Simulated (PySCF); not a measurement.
Vertical excitations of a molecule C3H6FNSi from PySCF with TDDFT-PBE/def2-SVPD, as energy in eV (oscillator strength): 3.45 (0.002), 4.72 (0.003), 5.32 (0.012), 5.39 (0.110), 5.65 (0.000), 5.83 (0.001), 5.97 (0.064), 6.38 (0.235), 6.46 (0.203), 6.48 (0.036). Lowest triplet (TDA): 3.00 eV. The structure is a stationary point at PBE0-D3(BJ)/def2-SVP. The values are those of a single conformer.

Task: Which structure fits?
A. C[Si@@H](F)CC#N
B. NC(F)=C=C[SiH3]
C. N[Si@@H]1C=C(F)C1
D. C#C[C@H](F)[SiH2]N

Result: B, NC(F)=C=C[SiH3]
